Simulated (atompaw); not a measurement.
Before and after: PAW (atompaw) potential for antimony

atompaw 4.2.0.5 input, output lines left out:

```
Sb 51
GGA-PBE scalarrelativistic loggrid 1500 logderivrange -4 5 226
5 5 4 0 0 0
5 1 1
0 0 0
c
c
c
c
v
c
c
c
v
c
c
2
2.45 1.95 1.65 1.45
y
-0.65
n
y
-0.75
n
y
0.1
y
0.55
n
custom polynom2 7 10 vanderbiltortho besselshape
bessel
2.45
2.45
2.45
2.45
2.05
2.45
```

All-electron outer shells of the reference configuration (PBE, scalar-relativistic, ld1.x):

```json
{"shell": "5s", "level (eV)": "-29.42", "outermost node (bohr)": "0.95", "outermost maximum (bohr)": "1.83"}
{"shell": "5p", "level (eV)": "-20.08", "outermost node (bohr)": "1.03", "outermost maximum (bohr)": "2.16"}
```

Change: local potential troulliermartins scheme with l = 3 at 0 Ry, radius 1.65 bohr.

Cutoffs: the cutoffs (Ry, on a coarse ladder) from which the occupation-weighted sum of valence levels, in a spherical-Bessel basis at the reference potential, stays within 10 and 1 mRy of its value at 400 Ry; they do not see the model core or the augmentation charge, which bear on the density cutoff.

**Question.** What does the change do?

**Answer.** The potential gets harder (10 Ry and 25 Ry → 15 Ry and 35 Ry); the bound ghosts move from d to d, p, s. A state that the projectors do not describe sees the local part alone, so a deeper or shallower local part can create or remove a ghost.

| quantity | base | changed |
| --- | --- | --- |
| cutoff, loose | 10 Ry | 15 Ry |
| cutoff, tight | 25 Ry | 35 Ry |
| bound ghosts | d | s, d, p |
| s: phases at 2.45 bohr within 0.05 rad from the reference energy up to (Ry; the scan ends near 5) | 2.1 | 2.2 |
| p: phases at 2.45 bohr within 0.05 rad from the reference energy up to (Ry; the scan ends near 5) | 3.4 | 3.9 |
| d: phases at 2.45 bohr within 0.05 rad from the reference energy up to (Ry; the scan ends near 5) | to the end of the scan | 3.9 |
| lowest overlap eigenvalue by channel | s 0.72, p 0.93, d 0.25 | s 0.58, p 0.94, d 0.27 |

 A true bound ghost makes a file unfit for plane-wave use even where its test errors are small: the radial tests pick states by their node count and pass the ghost by. The cutoffs see the waves, projectors and local potential, not the compensation charge or the core.
